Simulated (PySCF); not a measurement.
Correlation energy of Ru(42+) (ruthenium, charge +42)

Starting occupation: 1s2. All numbers are calculated (PySCF 2.14, X2C-1e with screened-nucleus spin-orbit coupling, Gaussian nucleus, in an uncontracted even-tempered set (16 s from 8.9 bohr⁻², ratio 2.6; 12 p from 12 bohr⁻², ratio 2.6; 6 d from 12 bohr⁻², ratio 2.8; 3 f from 520 bohr⁻², ratio 2.8)). Frozen: nothing; 2 electrons correlated; the 32 highest virtual spinors left out.

Total MP2 correlation energy: -53.10 mhartree.

With two correlated electrons CCSD is exact within the correlated space (frozen core and kept virtual orbitals).

The virtual space was cut to 52 spinors, which keep -50.21 of the -53.10 mhartree of MP2 correlation.

| level | correlation energy (mhartree) |
| --- | --- |
| CCSD | -50.61 |

Diagnostics: T1 = 2.2e-06, largest double amplitude 0.001.

Cost of the coupled-cluster step: about 6 core-seconds, for 2 occupied and 52 virtual spinors.

Iterations:

```
Init t2, MP2 energy = -0.0502139880739391
CCSD nocc = 2, nmo = 54
Init t2, MP2 energy = -0.0502139880739391
Init E_corr(GCCSD) = -0.0502139880739391
cycle = 1  E_corr(GCCSD) = -0.0506019178664414  dE = -0.000387929793  norm(t1,t2) = 3.90598e-05
cycle = 2  E_corr(GCCSD) = -0.0506061016951686  dE = -4.18382873e-06  norm(t1,t2) = 4.98395e-07
cycle = 3  E_corr(GCCSD) = -0.0506061534741735  dE = -5.17790049e-08  norm(t1,t2) = 7.3436e-09
cycle = 4  E_corr(GCCSD) = -0.0506061534254006  dE = 4.87729787e-11  norm(t1,t2) = 3.01421e-11
GCCSD converged
E(GCCSD) = -1959.567939141971  E_corr = -0.05060615342540057
```

The coupled-cluster values are those of the cut space; adding the MP2 remainder, -2.89 mhartree, estimates the full space.

At this charge the one-electron X2C treatment keeps the bare 1/r₁₂, with no two-electron picture change or Breit term. That inflates the 1s pair energies well beyond their four-component values.
